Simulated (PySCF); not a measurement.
C₇H₁₂F (charge +1).
Bonds: C1–C2, C2–C3, C3–F4, C2–C5, C5–C6, C6–C7, C7–C8, C6–C8. Hydrogens: H9, H10, H11 on C1; H12, H13 on C3; H14, H15 on C5; H16 on C6; H17, H18 on C7; H19, H20 on C8.

Theory: TDDFT wB97X-D/def2-SVPD, vertical, gas phase, core orbitals frozen in the response in PySCF. Isolated species at its PBE0-D3(BJ)/def2-SVP geometry (one conformer only). Torsions of this conformer, `[CH3:1][C+:2]([CH2:3][F:4])[CH2:5][CH:6]1[CH2:7][CH2:8]1`: C1–C2–C3–F4 180°, C1–C2–C5–C6 -2°, C2–C5–C6–C7 -154°.

Q: List the vertical singlet excitations with oscillator strengths and describe the spectrum.

A: 

```tsv
state	E (eV)	λ (nm)	ν̃ (cm⁻¹)	f	main configurations (H = HOMO, L = LUMO)
S1	3.67	337.4	29640	0.014	H→L (90%), H-1→L (9%)
S2	4.08	303.6	32930	0.014	H-1→L (88%), H→L (9%)
S3	5.29	234.5	42650	0.0032	H-3→L (78%), H-5→L (14%)
S4	5.80	213.7	46810	0.0027	H-2→L (67%), H-5→L (21%)
S5	6.02	206.1	48520	0.0079	H-5→L (54%), H-2→L (30%)
S6	6.20	199.8	50040	0.108	H-4→L (93%)
S7	6.57	188.8	52950	0.0016	H-7→L (82%)
S8	7.19	172.3	58030	0.167	H-6→L (90%)
S9	7.66	161.9	61750	0.019	H-8→L (43%), H-9→L (36%), H-10→L (14%)
S10	8.37	148.0	67550	0.026	H-9→L (46%), H-8→L (39%)
```

Triplets, Tamm–Dancoff:

| state | E (eV) | λ (nm) | main configurations (H = HOMO, L = LUMO) |
| --- | --- | --- | --- |
| T1 | 3.44 | 360.9 | H→L (93%) |
| T2 | 3.93 | 315.2 | H-1→L (90%) |
| T3 | 4.95 | 250.4 | H-3→L (61%), H-5→L (24%) |
| T4 | 5.47 | 226.6 | H-4→L (96%) |

The lowest singlet comes at 337 nm (355 kJ/mol) in the ultraviolet; it is weak; its leading configuration is HOMO→LUMO (90%). The most intense listed level is S8 at 7.19 eV (172 nm, f = 0.167), 3.52 eV above S1. Löwdin shares by element: HOMO carbon 81% or more (atoms not listed hold the other 19%); LUMO carbon 75% or more (atoms not listed hold the other 25%). The oscillator strengths of these states sum to 0.363; summed over the whole spectrum of an exact calculation they would give the number of electrons, 62 (Thomas–Reiche–Kuhn). The listed states span 4.70 eV, and the widest gap between neighbours is 1.20 eV (S2 to S3). Orbital energies (eV): HOMO-3 -16.52, HOMO-2 -15.97, HOMO-1 -14.52, HOMO -14.42, LUMO -6.56, LUMO+1 -2.02, LUMO+2 -1.35. All these states lie below the vertical ionisation energy of 14.66 eV (ΔSCF). Singlets were solved by full linear response, triplets in the Tamm–Dancoff approximation.

The run took 7.8 min wall on an Arm Neoverse N1 with one thread, on a shared host.
